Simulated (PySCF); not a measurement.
# Which determinant of NaSe lies lowest?

Unrestricted PBE0; basis Na def2-TZVPP, Se def2-TZVPP; no relativity; PySCF 2.14. Outer shells of the fragments: Na 3s1; Se 3d10 4s2 4p4.

Followed along the bond (rough minima from three points):

```csv
2Ms+1,unpaired,⟨S²⟩ at the start,R at minimum (Å),Te (eV)
2,π ↑,0.75,2.61,0.00
2,σ ↑,0.75,2.54,0.62
4,"σ ↑, π ↑↑",3.75,none in the scan,≤ 2.44
```

Solutions found at the starting distance of 2.690 Å, counted from the lowest of them; the search is not exhaustive and high or unbound solutions are not listed, so other states can lie among these:

```tsv
2Ms+1	unpaired	term	E (eV)	⟨S²⟩	⟨Lz²⟩	μ (D)
2	π ↑	²Π	0.00	0.75	1.01	-8.55
2	σ ↑	²Σ⁺	0.65	0.75	0.00	-9.31
4	σ ↑, π ↑↑	⁴Σ⁻	2.58	3.75	0.00	3.12
2	σ ↓, π ↑↑	mixed	2.63	1.75	0.00	3.52
4	σ ↑↑, π ↑	⁴Π	2.94	3.75	1.01	3.06
2	σ ↑, π ↑↓	mixed	2.99	1.76	2.02	3.30
4	π ↑↑↑	⁴Π	4.06	3.75	1.00	1.77
2	σ ↑	mixed	4.27	0.75	2.01	3.24
4	σ ↑, π ↑↑	mixed	4.50	3.75	2.01	1.45
4	σ ↑, π ↑↑	mixed	4.60	3.75	2.01	1.68
```

A term symbol is given only where ⟨S²⟩ and ⟨Lz²⟩ are close to those of a pure state; real π, δ and φ orbitals otherwise mix terms. A positive dipole means Na(−)Se(+).

Spin–orbit coupling is left out. Counting both spins, an empty level lies below a filled one in some of these solutions, because spin and occupation are held.
